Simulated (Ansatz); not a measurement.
`FCCCOCF` + H–F → `FCCCF` + `OCF`  (substitution at a C–O bond)

Gas-phase electronic energies from Ansatz, PBE0-D4/def2-TZVP geometries. CCSD(T)/CBS adds triple-zeta CCSD(T) − MP2 to the extrapolated MP2 energy (def2 sets, frozen cores). This one scheme is used for every species. DFT in def2-TZVPP. Each species was taken in one conformer, which may not be the lowest.

Is it downhill or uphill in electronic energy at CCSD(T)/CBS, and by how much? (Best estimate.)

The calculation gave: Uphill: ΔE = +11.3 kJ/mol.

What do these levels give: PBE0-D4, ωB97M-V, SCS-MP2/def2-TZVPP, CCSD(T)/def2-TZVPP, SCS-MP2/def2-QZVPP, CCSD/CBS(def2)? (Best estimate.)

Ansatz gave: PBE0-D4 4.5, ωB97M-V 3.4, SCS-MP2/def2-TZVPP 8.4, CCSD(T)/def2-TZVPP 9.9, SCS-MP2/def2-QZVPP 9.2, CCSD/CBS(def2) 8.1 kJ/mol.

Largest T1 diagnostic among the species: 0.011.

The D4 term adds +9.7 kJ/mol with B3LYP and +5.7 kJ/mol with PBE0; it sums over pairs of atoms, weighted by their polarisabilities, and B3LYP, whose exchange is more repulsive, gets the larger term. In def2-TZVPP, CCSD(T) changes the Hartree–Fock value by +22.1 kJ/mol (the triples alone add +3.2 kJ/mol) and MP2 by +27.1 kJ/mol.

B3LYP here is the variant with VWN-RPA as its local correlation; programs differ in this.
